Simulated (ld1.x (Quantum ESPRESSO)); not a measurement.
**Building the RRKJ potential for Yb (PBE, scalar-relativistic).**

Yb, norm-conserving RRKJ (Kleinman–Bylander form), made with ld1.x (Quantum ESPRESSO) 7.5 (PBE, scalar-relativistic). Core [Kr] 4d10 4f13, reference 5s2 5p6 5d1 6s0 6p0 (charge +2). Waves: 5p (bound): rc 2.10 bohr; 5d (bound): rc 2.10 bohr; 5s (bound): rc 1.40 bohr. Local part: the s channel. Core correction: a·sin(br)/r model core inside 1.10 bohr.

All-electron outer shells of the reference configuration (PBE, scalar-relativistic, ld1.x):

| shell | level (eV) | outermost node (bohr) | outermost maximum (bohr) |
| --- | --- | --- | --- |
| 5s | -73.93 | 0.58 | 1.07 |
| 5p | -45.57 | 0.62 | 1.22 |
| 4f | -24.18 | – | 0.48 |
| 6s | -16.27 | 1.43 | 2.83 |
| 5d | -15.10 | 0.70 | 1.76 |
| 6p | -11.30 | 1.71 | 3.54 |

Question: Does the generator finish with these settings?

Answer: Yes, a potential is produced.

Question: Estimate the cutoffs (Ry, on a coarse ladder) from which the occupation-weighted sum of valence levels, in a spherical-Bessel basis at the reference potential, stays within 10 and 1 mRy of its value at 400 Ry.

Answer: 70 Ry and 140 Ry.

Question: Does the potential have ghost states?

Answer: No extra level below or beside the all-electron valence levels (p, d, s, f tested).

Question: Which valence shell sets the plane-wave cutoff?

Answer: 5s: its level needs 120 Ry to come within 1 mRy, against 21 Ry for 5d.

Question: Tests: 5s2 5p6 5d1 6s2 6p0; 5s2 5p6 5d1 6s1 6p0; 5s2 5p6 5d0 6s0 6p0; 5s2 5p6 5d1 6s1.5 6p0; 5s2 5p6 5d1 6s1 6p1; 5s2 5p5 5d1 6s2 6p0; 5s2 5p6 5d0 6s2 6p1. Which has the largest error in its energy relative to the reference configuration, and how large is it?

Answer: 5s2 5p6 5d0 6s2 6p1, with +295 meV (all-electron minus pseudo) on -19.28 eV.
